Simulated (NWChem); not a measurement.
**Basis-set convergence for CH₅AlO**

```xyz
8

Al    -1.0329    -0.6530     0.0000
H     -1.2034    -2.2200     0.0000
H     -2.2333     0.3821     0.0000
O      0.5682    -0.0832     0.0000
C      1.2953     1.1089     0.0000
H      0.6495     2.0089     0.0000
H      1.9487     1.1652     0.8899
H      1.9487     1.1652    -0.8899
```
Charge 0, spin multiplicity 1.

Everything below was run with NWChem. Structure: optimised with B3LYP/def2-SVP, a minimum by its harmonic frequencies. It is one conformer; others weren't searched.

Quantity: LUMO energy at the level B3LYP.

B3LYP has NWChem's definition, with VWN1-RPA local correlation. The Pople sets run with spherical d functions. The structure started from a generated list of species.

Problem. In def2-TZVPD the value is -1.25 eV. Among STO-3G, 3-21G, 6-31G*, def2-SVP, 6-311G**, def2-SVPD, 6-311++G**, pcseg-2, cc-pVTZ, which is the smallest basis within 0.1 eV of it?

Solution. 6-311G**, with 92 functions against 165 and about 20 % of the time (also within reach: def2-SVPD, 6-311++G**, pcseg-2, cc-pVTZ). def2-TZVPD isn't the basis-set limit itself, and a small set can land close by cancellation.

```json
[
 {"basis": "STO-3G", "functions": "24", "LUMO energy (eV)": "4.71"},
 {"basis": "3-21G", "functions": "41", "LUMO energy (eV)": "-1.00"},
 {"basis": "6-31G*", "functions": "56", "LUMO energy (eV)": "-1.04"},
 {"basis": "def2-SVP", "functions": "71", "LUMO energy (eV)": "-1.05"},
 {"basis": "6-311G**", "functions": "92", "LUMO energy (eV)": "-1.17"},
 {"basis": "def2-SVPD", "functions": "107", "LUMO energy (eV)": "-1.21"},
 {"basis": "6-311++G**", "functions": "109", "LUMO energy (eV)": "-1.28"},
 {"basis": "pcseg-2", "functions": "164", "LUMO energy (eV)": "-1.25"},
 {"basis": "cc-pVTZ", "functions": "164", "LUMO energy (eV)": "-1.20"},
 {"basis": "def2-TZVPD", "functions": "165", "LUMO energy (eV)": "-1.25"}
]
```
